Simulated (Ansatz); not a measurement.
Reaction (cleavage of the Si–Si bond): `[SiH3][SiH2][SiH2][GeH2][SiH2][SiH3]` + `NCCO` → `OCCN[SiH3]` + `[SiH3][SiH2][GeH2][SiH2][SiH3]`

Calculated with Ansatz (gas phase, PBE0-D4/def2-TZVP geometries, no zero-point term in ΔE). CBS: MP2 limit from def2 TZ/QZ plus the TZ coupled-cluster correction, frozen cores. This one scheme is used for every species. Functionals use def2-TZVPP. B3LYP here is the variant with VWN-RPA as its local correlation; programs differ in this. For Ge outer-core shells are correlated without core-valence functions, which leaves a few kJ/mol of doubt a bond. Scalar relativity is left out up to krypton. One conformer a species, not always the lowest.

(1) Is it downhill or uphill in electronic energy at CCSD(T)/CBS, and by how much? (An estimate is asked.)

(2) What do these levels give: PBE-D4, r2SCAN-D4, PBE0-D4, B3LYP-D4, PBE-QIDH, PBE, r2SCAN, LC-ωPBE, MP2/def2-TZVPP, SCS-MP2/def2-QZVPP, HF/CBS(def2), MP2/CBS(def2)? (Estimate.)

Largest T1 diagnostic among the species: 0.013.

Results:

(1) The calculation gave: Downhill: ΔE = -33.1 kJ/mol.

(2) Ansatz gave: PBE-D4 -18.0, r2SCAN-D4 -30.2, PBE0-D4 -21.7, B3LYP-D4 -34.5, PBE-QIDH -33.2, PBE -23.0, r2SCAN -32.0, LC-ωPBE -34.5, MP2/def2-TZVPP -40.8, SCS-MP2/def2-QZVPP -44.9, HF/CBS(def2) -59.0, MP2/CBS(def2) -39.5 kJ/mol.

From BLYP to BHLYP (50 % exact exchange), in def2-TZVPP and without D4, ΔE moves by −6.7 kJ/mol. Leaving LDA and LC-ωPBE aside and taking each functional with its dispersion term where it has one, the values, not all of them listed here, spread over 24.5 kJ/mol, from B2PLYP to PBE-D4. The D4 term adds +8.2 kJ/mol with B3LYP and +5.1 kJ/mol with PBE0; it sums over pairs of atoms, weighted by their polarisabilities, and B3LYP, whose exchange is more repulsive, gets the larger term.
